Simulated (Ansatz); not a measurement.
Cost and result for the atomization energy of H₄InNS₂, SMILES `[NH2][In]([SH])[SH]` (8 atoms, 7 bonds).

The species carries charge 0 and has multiplicity 1. Correlated methods include outer-core shells of In, which these sets cover unevenly. In: def2 effective core potential. All single points use the PBE0-D4/def2-TZVP geometry. It is one conformer, not always the lowest. Program: Ansatz. All runs use 4 threads of an AMD EPYC 7R43 on a shared host. Times are those of one run each, without the atoms' runs, and a repeat can differ threefold. Electronic energies, without spin–orbit coupling; frozen cores. CCSD(T)/CBS adds CCSD(T) − MP2 in def2-TZVPP to the MP2 limit, and its time is that of the two runs behind it. T1 = 0.014. With those shells the extrapolation isn't a true limit. B3LYP takes the VWN-RPA correlation (the form of Gaussian; ORCA's B3LYP/G). HSE06 is the plane-wave form, built on full-range PBE exchange.

CCSD(T)/CBS is a level of theory with its own doubt, some kJ/mol a heavy atom from the limit and from the frozen cores, so smaller differences don't rank the functionals.

```
                            level  functions  wall time  atomization (kcal/mol)  difference from CCSD(T)/CBS  per bond
             revPBE-D4/def2-TZVPP        221      1.6 s                   536.9                        -13.0      -1.9
               PBE0-D4/def2-TZVPP        221      2.3 s                   542.4                         -7.5      -1.1
          CAM-B3LYP-D4/def2-TZVPP        221      2.9 s                   542.6                         -7.3      -1.0
              HSE06-D4/def2-TZVPP        221        3 s                   542.9                         -7.0      -1.0
                 CCSD(T)/def2-SVP         96      3.9 s                   491.9                        -58.0      -8.3
B3LYP-D4/def2-TZVPP (with forces)        221      4.1 s                   540.3                         -9.6      -1.4
            r2SCANh-D4/def2-TZVPP        221      4.1 s                   540.7                         -9.2      -1.3
              PBE-QIDH/def2-TZVPP        221      4.8 s                   537.7                        -12.2      -1.7
                B97M-V/def2-TZVPP        221        6 s                   550.1                          0.2       0.0
 ωB97M-V/def2-TZVPP (with forces)        221        9 s                   550.6                          0.7       0.1
                   MP2/def2-QZVPP        399       12 s                   546.2                         -3.7      -0.5
               CCSD(T)/def2-TZVPP        221       85 s                   528.0                        -21.9      -3.1
                CCSD(T)/CBS(def2)          –       97 s                   549.9                          0.0       0.0
```

From r2SCAN to r2SCAN0 (25 % exact exchange), in def2-TZVPP and without D4, the atomization energy moves by −11.5 kcal/mol: exact exchange takes away binding that semilocal exchange gives to molecules. In def2-TZVPP, CCSD(T) changes the Hartree–Fock value by +171.2 kcal/mol (the triples alone add +11.8 kcal/mol) and MP2 by +176.4 kcal/mol; breaking electron pairs costs correlation energy, which Hartree–Fock lacks. At CCSD(T), def2-SVP lies −58.0 kcal/mol from the extrapolated value and def2-TZVPP −21.9 kcal/mol: correlation converges slowly with the basis, and small sets miss more of it in the bonded molecule than in its fragments.

Spin–orbit coupling would lower the free In atoms strongly, and the atomization energy with them, by more than many differences here.
